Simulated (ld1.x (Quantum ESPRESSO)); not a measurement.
PBE TM dataset for Co (Z = 27), scalar-relativistic all-electron reference.

Co (Z = 27), norm-conserving Troullier–Martins (Kleinman–Bylander form), made with ld1.x (Quantum ESPRESSO) 7.5 (PBE, scalar-relativistic). Core [Ne], reference 3s2 3p6 3d6 4s0 4p0 (charge +3). Waves: 3p (bound): rc 0.80 bohr; 3d (bound): rc 1.50 bohr; 3s (bound): rc 1.20 bohr. Local part: the s channel. Core correction: Bessel-smoothed model core inside 0.65 bohr.

* Cutoffs needed: 160 Ry and 300 Ry (the cutoffs (Ry, on a coarse ladder) from which the occupation-weighted sum of valence levels, in a spherical-Bessel basis at the reference potential, stays within 10 and 1 mRy of its value at 400 Ry)
* Ghost test: no extra level below or beside the all-electron valence levels (p, d, s, f tested) (spherical-Bessel basis up to 400 Ry, 20 bohr box)
* Largest excitation error: +2265 meV (all-electron minus pseudo) for 3s2 3p6 3d6 4s2 4p0, out of 7 test configurations
